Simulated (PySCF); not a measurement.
## Br+: excitation energy

Br+ [Ar] 3d10 4s2 4p4 (3P) → Br+ [Ar] 3d10 4s1 4p4 4d1 (high-spin determinant), as a difference of total energies. Calculation: PySCF 2.14, in aug-cc-pwCVTZ-PP with ECP10MDF; scalar relativity through the core potential. Correlated levels: valence: 3s2 3p6 3d10 frozen. The calculations carry no spin-orbit coupling.

| method | excitation energy (eV) |
| --- | --- |
| UHF | 24.465 |
| MP2 (valence) | 24.873 |
| SCS-MP2 (valence) | 25.031 |
| CCSD (valence) | 24.378 |
| CCSD(T) (valence) | 24.206 |

**Question.** How much does correlation contribute at CCSD(T) (valence)?

**Answer.** 24.206 − (24.465) = -0.259 eV, measured against UHF.

The upper state lies above the first ionisation limit, where it may autoionise and the basis confines it.

The promoted electron is Rydberg-like, and one or two diffuse shells describe it only roughly, which tends to raise the upper state.

The coupled-cluster amplitudes are large for the upper state (T1 above 0.03 or a double amplitude above 0.15), so a single reference is strained.

The determinant of the upper state mixes LS terms, which raises its energy above the lowest term, most at the Hartree-Fock and MP2 levels.
